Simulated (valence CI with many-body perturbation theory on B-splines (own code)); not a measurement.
# Sb⁺: calculated level list

Computed by relativistic CI+MBPT: four valence electrons over a frozen Dirac-Fock core [Kr] 4d10, a basis of 9 s, 9 p, 8 d, 6 f, 3 g, 1 h functions for each j, with the one-electron correlation potential Σ1 (screened to all orders), the two-electron term Σ2, the three-electron term Σ3, Breit, model QED; selected single and double excitations, second order for the rest, scaled by the run's own slope (own B-spline code, finite nucleus).

Set against measurement, 27 paired levels are off by 130 cm⁻¹ on average, the worst by 356. These come from a selection out of the NIST Handbook of Basic Atomic Spectroscopic Data. Levels without a partner in it may be off by more. Among the levels kept, up to 320 cm⁻¹ of a level comes from second order outside the variational space, and about a tenth of that is noise between levels of different J, which matters for small intervals.

Levels 1 to 37 of 37, with energies above the lowest level, 5s²5p² ³P_0. "Leading %" is the weight of the configuration and term that name the level; weights of strongly mixed levels are sums over their largest components and can fall short, so below about 35 % the name and the second component can differ from the true leading terms, or belong to a minority configuration. Lifetimes count E1, E2, E3, M1 and M2 decay at the calculated energies, and are blank where another channel may lead or the interval is too uncertain; long ones can be off by a factor of two.

```csv
No.,Configuration,Term,J,E (eV),Leading %,Lifetime,Second component
1,5s²5p²,³P,0,0.000,91,,5 % 5s²5p² ¹S
2,5s²5p²,³P,1,0.379,96,2.05 s,
3,5s²5p²,³P,2,0.700,80,4.96 s,16 % 5s²5p² ¹D
4,5s²5p²,¹D,2,1.581,79,249 ms,16 % 5s²5p² ³P
5,5s²5p²,¹S,0,2.954,89,36.8 ms,5 % 5s²5p² ³P
6,5s5p³,⁵S°,2,6.369,95,683 ns,
7,5s5p³,³D°,1,8.182,66,177 ns,22 % 5s²5p5d ³D°
8,5s5p³,³D°,2,8.208,63,544 ns,20 % 5s²5p5d ³D°
9,5s5p³,³D°,3,8.380,71,233 ns,22 % 5s²5p5d ³D°
10,5s²5p6s,³P°,0,8.588,93,1.17 ns,
11,5s²5p6s,³P°,1,8.638,70,1.09 ns,22 % 5s²5p6s ¹P°
12,5s²5p5d,¹D°,2,8.957,51,21.7 ns,16 % 5s²5p5d ³F°
13,5s²5p6s,³P°,2,9.346,82,1.08 ns,
14,5s²5p6s,¹P°,1,9.419,49,1.43 ns,14 % 5s²5p6s ³P°
15,5s5p³,³P°,0,9.493,63,29.4 ns,30 % 5s²5p5d ³P°
16,5s²5p5d,³F°,2,9.496,60,12.9 ns,8 % 5s²5p5d ³P°
17,5s5p³,³P°,1,9.538,43,3.36 ns,22 % 5s²5p5d ³P°
18,5s²5p5d,³F°,3,9.629,86,5.21 ns,
19,5s5p³,³P°,2,9.693,31,15.6 ns,21 % 5s²5p5d ³P°
20,5s²5p5d,³F°,4,10.055,92,673 ms,
21,5s²5p6p,³D,1,10.387,59,14.5 ns,32 % 5s²5p6p ¹P
22,5s²5p5d,³D°,1,10.561,47,272 ps,16 % 5s5p³ ³D°
23,5s²5p6p,³P,1,10.663,40,9.67 ns,19 % 5s²5p6p ¹P
24,5s²5p5d,³D°,2,10.676,46,291 ps,19 % 5s²5p5d ³P°
25,5s²5p6p,³D,2,10.679,66,10.6 ns,15 % 5s²5p6p ¹D
26,5s²5p6p,³P,0,10.722,81,9.46 ns,11 % 5s²5p6p ¹S
27,5s²5p5d,³D°,3,10.957,51,274 ps,21 % 5s²5p5d ¹F°
28,5s²5p5d,¹P°,1,11.215,52,427 ps,18 % 5s²5p5d ³D°
29,5s²5p6p,³P,1,11.233,39,11.0 ns,36 % 5s²5p6p ¹P
30,5s²5p5d,³P°,0,11.303,63,315 ps,29 % 5s5p³ ³P°
31,5s²5p5d,³P°,2,11.319,32,285 ps,24 % 5s²5p5d ³D°
32,5s²5p5d,¹F°,3,11.333,66,294 ps,20 % 5s²5p5d ³D°
33,5s²5p5d,³P°,1,11.335,49,311 ps,23 % 5s5p³ ³P°
34,5s²5p6p,³D,3,11.348,92,11.0 ns,
35,5s²5p6p,³P,2,11.367,56,9.91 ns,24 % 5s²5p6p ³D
36,5s²5p6p,³S,1,11.525,74,9.51 ns,14 % 5s²5p6p ³P
37,5s²5p6p,¹D,2,11.632,66,9.45 ns,24 % 5s²5p6p ³P
```

Names give the largest LS component (configuration and term), which can be under half, so a name can repeat, a term be missing and a line seem to break the LS rules; names also repeat where a configuration has a term twice.

The ionisation energy to 5s²5p ²P°1/2 of the next ion comes out as 16.657 eV (NIST: 16.626 ± 0.025 eV (measured)). All 37 levels together are meant to be complete up to 11.765 eV.
